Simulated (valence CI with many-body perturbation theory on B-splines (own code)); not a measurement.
**Run record, Ir54+**

Computed by valence CI with perturbative core correlation (CI+MBPT): five valence electrons over a frozen Dirac-Fock core [Ar], a basis of 7 s, 7 p, 8 d, 6 f, 4 g, 1 h functions for each j, with the one-electron correlation potential Σ1 (screened to all orders), the two-electron term Σ2, the three-electron term Σ3, Breit, model QED; selected single and double excitations, second order for the rest (own B-spline code, finite nucleus).

Command, and the settings that its task file holds:

```sh
python run_cv.py task.json out
```

```
atom Ir  Z=77  mass_number=193  rms_radius_fm=5.4032
core [Ar]
valence 3d5
avg = 1
basis = M
breit = 1
cap = 40000
capref = 1200
cscale = 1
de = 0.0
dress = 0
eps = 2e-08
h = 0.27
hh = 1
l2 = 3
lcore = 6
maxit = 60
n2 = 5
natural = 1
nlev = 45
nno = [4, 4, 5, 4, 3, 1]
nroot = 26
nsp = [3, 3, 3, 2, 1, 0]
pt2 = 1
qed = 1
rpa = 1
s1 = 1
s2 = 1
s3 = 1
screen = 1
tol = 2e-05
```

It took 3.5 min on 1 thread of AMD EPYC 7R43 64-Core Processor (Zen 3), on a shared host.

Log. The first blocks belong to the next ion, which gives the ionisation energy. Fields: 2J, parity (1 odd), roots, reference size, generating configurations, candidates as configurations/state functions, variational space P, stored matrix elements, Davidson steps; e2 is the range of second-order energies in hartree. The first line gives the box (bohr), its intervals, the orbitals and the steps of their self-consistent field. Window is the range of levels sought, series limit the energy at which the first omitted orbital would enter, core excitation an estimate of the first excitation out of the core, left out the lowest levels not solved, and shifts from estimates the range by which levels moved from their first estimate, all in cm⁻¹.

```
rmax 2.1 intervals 55 orbitals 59 references ['3d5', '3d4 4s', '3d4 4p'] scf 4 t 1.2
2J=0 par=0 roots 2 ref 17 generators 4 cand 2409/4463 P 1530/2834 nnz 1.6e+06 it 4
2J=0 par=0 roots 2 ref 17 generators 4 cand 892/1646 P 1937/3641 nnz 2.6e+06 it 3
   second order: generators 7 cand 3695/9396 e2 -0.00002 -0.00001
reference levels 902, estimated 37, window 2119041 1/cm; series limit 32364227, core excitation 2648801
2J=5 par=0 roots 10 ref 81 generators 5 cand 3264/42534 P 573/7972 nnz 1.3e+07 it 6
2J=5 par=0 roots 10 ref 81 generators 5 cand 2898/37120 P 1971/26536 nnz 1.4e+08 it 7
   second order: generators 7 cand 5676/167805 e2 -0.00073 -0.00037
2J=7 par=0 roots 7 ref 72 generators 3 cand 3258/45042 P 435/7981 nnz 1.6e+07 it 5
2J=7 par=0 roots 7 ref 72 generators 3 cand 2982/39627 P 1476/23935 nnz 1.2e+08 it 5
   second order: generators 3 cand 1941/23673 e2 -0.00116 -0.00089
2J=11 par=0 roots 3 ref 35 generators 3 cand 2932/33739 P 604/8000 nnz 1.5e+07 it 4
2J=11 par=0 roots 3 ref 35 generators 3 cand 2536/28254 P 1981/24540 nnz 1.3e+08 it 5
   second order: generators 3 cand 1159/11714 e2 -0.00023 -0.00019
2J=3 par=0 roots 7 ref 67 generators 3 cand 3226/32861 P 608/7985 nnz 1.5e+07 it 5
2J=3 par=0 roots 7 ref 67 generators 3 cand 2833/27442 P 2217/24974 nnz 1.2e+08 it 7
   second order: generators 7 cand 7025/177378 e2 -0.00021 -0.00015
2J=9 par=0 roots 5 ref 56 generators 3 cand 3147/41475 P 481/7969 nnz 1.6e+07 it 4
2J=9 par=0 roots 5 ref 56 generators 3 cand 2838/36054 P 1582/24004 nnz 1.2e+08 it 5
   second order: generators 3 cand 1737/20019 e2 -0.00097 -0.00057
2J=1 par=0 roots 4 ref 39 generators 3 cand 2962/17004 P 1157/7997 nnz 1.4e+07 it 5
2J=1 par=0 roots 4 ref 39 generators 3 cand 2145/11542 P 2826/17686 nnz 6e+07 it 6
   second order: generators 3 cand 476/1853 e2 -0.00001 -0.00001
2J=13 par=0 roots 1 ref 18 generators 1 cand 2258/23688 P 674/7987 nnz 1.9e+07 it 4
2J=13 par=0 roots 1 ref 18 generators 1 cand 1812/18211 P 1773/19661 nnz 9.3e+07 it 5
   second order: generators 1 cand 713/6537 e2 -0.00003 -0.00003
left out: unestimated 16234234, estimated none, shifts from estimates -451 to 426
operators 3.5
```

The Davidson iterations converged.

The last digits are not significant, and no measured levels were compared; by estimate large intervals hold to a few tenths of a per cent, small ones and those within an open d or f shell to about a per cent. Among the levels kept, up to 250 cm⁻¹ of a level comes from second order outside the variational space, and about a tenth of that is noise between levels of different J, which matters for small intervals. The list stops below the first excitations out of the core. Only levels of the ground parity were solved; by the run's estimate the other parity begins above the list, which can be wrong where configurations are misplaced.

```
Valence energy                            : -1028.354 hartree
Ionisation energy                         : 5229.5 eV (NIST: 5229 ± 5 eV (theoretical))
Reference configurations for the orbitals : 3d5, 3d4 4s, 3d4 4p
Radial orbitals                           : 59
Box radius                                : 2.084 bohr
Largest variational space                 : 26536
Lowest levels                             : (3d3/2^4 3d5/2) J=5/2 0, (3d3/2^3 3d5/2^2) J=5/2 [a] 585610, (3d3/2^3 3d5/2^2) J=7/2 [a] 682860, (3d3/2^3 3d5/2^2) J=11/2 692360, (3d3/2^3 3d5/2^2) J=3/2 [a] 699960, (3d3/2^3 3d5/2^2) J=9/2 741580, (3d3/2^3 3d5/2^2) J=5/2 [b] 774960, (3d3/2^3 3d5/2^2) J=1/2 809500, (3d3/2^3 3d5/2^2) J=7/2 [b] 811900, (3d3/2^3 3d5/2^2) J=3/2 [b] 962550, (3d3/2^2 3d5/2^3) J=5/2 [a] 1258900, (3d3/2^2 3d5/2^3) J=7/2 [a] 1333600, (3d3/2^2 3d5/2^3) J=11/2 1335400, (3d3/2^2 3d5/2^3) J=9/2 [a] 1353100 cm⁻¹
```

Levels are named by their leading jj configuration (3d3/2^4 stands for four electrons in 3d with j = 3/2), which in mixed levels can hold well under half, so a name can repeat and another be missing. Letters in brackets count levels of one name in rising energy.
